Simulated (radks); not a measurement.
The gold ion Au68+, 11 electrons, occupied as [Ne] 3s1. Method: Dirac Kohn-Sham, LB94 model potential, spin-unpolarised, spherical densities, finite nucleus; Fermi nuclear charge, rms radius 5.4371 fm; computed with a radial shooting solver on a logarithmic mesh with Libxc functionals.

Normalised radial functions P(r) = r R(r) (large component), r in bohr:

```
   r/bohr * 1s1/2, o 3p1/2 (the largest magnitude, 6.5, reaches the edge; | marks zero, & curves that meet)
0.0009808                             o       *
 0.001088                             o        *
 0.001208                             o         *
 0.001351                             o         *
 0.001499                             o          *
 0.001676                             o           *
  0.00186                             o            *
 0.002081                             o             *
 0.002309                             |o             *
 0.002562                             |o              *
 0.002865                             |o               *
 0.003179                             |o                *
 0.003556                             |o                 *
 0.003946                             |o                  *
 0.004378                             |o                   *
 0.004897                             |o                    *
 0.005434                             |o                     *
 0.006078                             | o                     *
 0.006744                             | o                      *
 0.007483                             | o                       *
  0.00837                             | o                        *
 0.009287                             |  o                       *
  0.01039                             |  o                       *
  0.01153                             |  o                       *
  0.01289                             |   o                     *
  0.01431                             |   o                     *
  0.01587                             |    o                   *
  0.01775                             |    o                 *
   0.0197                             |     o               *
  0.02204                             |     o             *
  0.02445                             |      o          *
  0.02713                             |      o        *
  0.03035                             |      o      *
  0.03367                             |      o   *
  0.03766                             |      o *
  0.04179                             |      &
  0.04674                             |    *o
  0.05186                             |   *o
  0.05755                             |  &
  0.06437                             | &
  0.07142                             o*
  0.07989                          o  |*
  0.08864                        o    *
  0.09836                      o      *
     0.11                    o        *
   0.1221                   o         *
   0.1365                  o          *
   0.1515                 o           *
   0.1681                  o          *
    0.188                   o         *
   0.2086                     o       *
   0.2334                      o      *
    0.259                        o    *
   0.2896                          o  *
   0.3214                           o *
   0.3566                            o*
   0.3989                            o*
   0.4426                             &
    0.495                             &
   0.5493                             &
```

1s1/2: eigenvalue -87160 eV, 0 radial nodes, <r> = 0.0168 bohr, 90 % of the charge inside 0.0308 bohr. 3p1/2 (empty): eigenvalue -8224.5 eV, 1 radial node at r = 0.0698 bohr, <r> = 0.156 bohr, 90 % of the charge inside 0.233 bohr.
